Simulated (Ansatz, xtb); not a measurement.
# Relative energy of two structures of ClGeH2ISi

We compare a, a singlet given by its coordinates, with b, `Cl[SiH2][Ge][I]`, a singlet. Both are isolated molecules in the gas phase, relaxed with BLYP-D3(BJ)/def2-SVP; the shapes shown needn't be the lowest conformers.

a (Å):

```yaml
atoms:
  - { symbol: Cl, position_ang: [-1.8637, -1.4869, -0.4032] }
  - { symbol: Ge, position_ang: [-0.0454, -0.5481, 0.5482] }
  - { symbol: I, position_ang: [-1.3012, 2.2206, 1.2560] }
  - { symbol: Si, position_ang: [-1.2539, 0.0410, 2.6759] }
  - { symbol: H, position_ang: [-2.6958, -0.2780, 2.9512] }
  - { symbol: H, position_ang: [-0.5958, 0.4692, 3.9609] }
```

Close contacts (Å): Cl1–Ge2 2.26, Ge2–I3 3.12, Ge2–Si4 2.52, I3–Si4 2.60, Si4–H5 1.50, Si4–H6 1.51.

b (Å):

```json
{"atom": "Cl", "x (Å)": "0.2554", "y (Å)": "0.2345", "z (Å)": "3.0206"}
{"atom": "Ge", "x (Å)": "-1.8495", "y (Å)": "1.8399", "z (Å)": "1.8045"}
{"atom": "I", "x (Å)": "-3.8869", "y (Å)": "0.8590", "z (Å)": "3.1467"}
{"atom": "Si", "x (Å)": "-0.8755", "y (Å)": "-0.3790", "z (Å)": "1.2556"}
{"atom": "H", "x (Å)": "0.1482", "y (Å)": "-0.5792", "z (Å)": "0.1716"}
{"atom": "H", "x (Å)": "-1.5133", "y (Å)": "-1.6969", "z (Å)": "1.5810"}
```

Energies in hartree; the thermal terms are from BLYP-D3(BJ)/def2-SVP harmonic frequencies (ideal gas, rigid rotor, one conformer each, 298.15 K, 1 atm) and include the zero-point energy:

```
                               a            b
E, CCSD(T)/def2-SVP  −3121.784553  −3121.789161
    E, MP2/def2-SVP  −3121.730515  −3121.734795
  E, MP2/def2-TZVPP  −3122.749299  −3122.750202
  zero-point energy      0.018007      0.018460
       H(298 K) − E      0.026050      0.026445
       G(298 K) − E     −0.017053     −0.016886
```

Question: Correct the CCSD(T) difference for the basis set by the MP2 change, then work out ΔE, ΔE₀, ΔH and ΔG for a → b in kJ/mol (1 Eh = 2625.50 kJ/mol) and the equilibrium ratio [b]/[a].

Answer: 1. Differences b − a: CCSD(T) −0.004608, MP2 in the small set −0.004280, MP2 in the large set −0.000903 Eh.
2. ΔE = −0.004608 + (−0.000903 − (−0.004280)) = −0.001231 Eh = −3.23 kJ/mol.
3. ΔE₀ = ΔE + ΔZPE = −0.001231 + (+0.000453) Eh = −2.04 kJ/mol.
4. ΔH = ΔE + (+0.000395) Eh = −2.19 kJ/mol.
5. ΔG = ΔE + (+0.000167) Eh = −2.79 kJ/mol, so ΔS = (ΔH − ΔG)/T = +2.0 J/(mol K).
6. kT = 0.9442 mEh, so K = [b]/[a] = exp(−ΔG/kT) = exp(+1.13) ≈ 3.1.

The two are too close for this level to say which is favoured. An error of 4 kJ/mol in ΔG would change K by a factor of 5. Mirror images and further conformers aren't counted.

Other levels gave ΔE = −6.4 (BLYP-D3(BJ)/def2-SVP); −17.3 (HF/def2-SVP); −11.2 (MP2/def2-SVP); −12.1 (CCSD(T)/def2-SVP) kJ/mol. The correlated steps freeze 23 core orbitals; the filled d shell of Ge and I is correlated, in a basis made for valence electrons. Atoms past krypton carry core potentials in the def2 sets, without spin–orbit terms. Programs: Ansatz 0.2.0.
